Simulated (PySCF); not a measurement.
Dipole moment and polarisability of Ti(OH)2Cl2

Ti(OH)2Cl2 (singlet state).
Geometry (PBE0-D3(BJ)/def2-SVP, Å), atoms numbered from 1 in this order:
```
atom  x, y, z in Å
Ti1   -0.3440    0.0695   -0.2346
O2    -0.2461   -0.2457    1.4664
H3     0.0798   -0.5620    2.3120
O4     1.2418    0.2518   -0.9220
H5     2.1924    0.1168   -0.9090
Cl6   -1.5024    1.9016   -0.5771
Cl7   -1.3296   -1.6341   -1.2042
```

Level: wB97X-D/def2-SVPD (PySCF), static field, nuclei fixed, core orbitals frozen in the response. The polarisability tensor in these axes (au):

```
x   70.86 -1.76  3.68
y   -1.76 80.56  2.22
z    3.68  2.22 67.09
```

Q: What are the eigenvalues, a third of the trace, and Δα (Δα² = ½Σ(αi − αj)² over the three pairs)?

A: Principal values 64.35, 73.09 and 81.06 au; mean 72.83 au = 10.79 Å³ = 12.01 × 10⁻⁴⁰ C²·m²/J; Δα = 14.48 au (20 % of the mean).

Q: What is the dipole moment, and where does it point?

A: (3.75, -0.85, 2.48) D, 4.57 D in size, pointing from the negative to the positive side. Measured along this direction, the outermost atoms are Cl6 at the negative end and H3 at the positive end.

Q: Orientational against electronic polarisability at 350 K (dilute gas, rigid molecules)?

A: In Gaussian units μ²/3kT = 143.99 Å³ against 10.79 Å³, a ratio of 13.34; the Debye molar polarisation (4π/3)N_A(α + μ²/3kT) is 390.5 cm³/mol, leaving out the vibrational part.

Q: What would n − 1 = 2πNα be for an ideal gas of these molecules at 298.15 K and 1 atm, electronic part alone?

A: N = p/kT = 2.4615 × 10¹⁹ cm⁻³, so n − 1 = 2π × N × 10.79 × 10⁻²⁴ cm³ = 1669 × 10⁻⁶ at long wavelengths.

Q: Directions of the eigenvectors, and the extent of the frame along each?

A: Largest value along (-0.13, 0.98, 0.12), where the nuclei span 3.58 Å; middle along (0.85, 0.04, 0.53), 3.21 Å; least along (-0.52, -0.17, 0.84), 3.91 Å. The strongest response doesn't lie along the longest of the three spans.

Q: What molar refraction does this α imply?

A: Lorentz–Lorenz: R = (4π/3)N_A α = 2.5225 cm³/(mol·Å³) × 10.79 Å³ = 27.2 cm³/mol, in the limit of long wavelengths.

Q: Sum over states: ᾱ = Σ f/ω², ω in Eh. What share falls to these 15 lowest TDDFT singlets (eV, f)? 4.91, 0.0000; 5.02, 0.0186; 5.04, 0.0044; 5.17, 0.0039; 5.31, 0.0100; 5.49, 0.0413; 5.59, 0.0054; 5.66, 0.0011; 5.76, 0.0014; 5.78, 0.0002; 5.80, 0.0001; 5.88, 0.0189; 5.89, 0.0020; 5.92, 0.0039; 6.08, 0.0041.

A: They add up to 2.86 au, 3.9 % of the 72.83 au; the largest single term is 1.01 au, from the state at 5.49 eV. Terms in order: 0.00, 0.55, 0.13, 0.11, 0.26, 1.01, 0.13, 0.02, 0.03, 0.00, 0.00, 0.40, 0.04, 0.08, 0.08 au. Higher excitations give the rest. The strengths listed sum to 0.115.

Geometry: PBE0-D3(BJ)/def2-SVP; no solvent, vibrations or thermal averaging.

wB97X-D is run here without its empirical dispersion term; that term would change no orbital, density or response property at a fixed geometry.
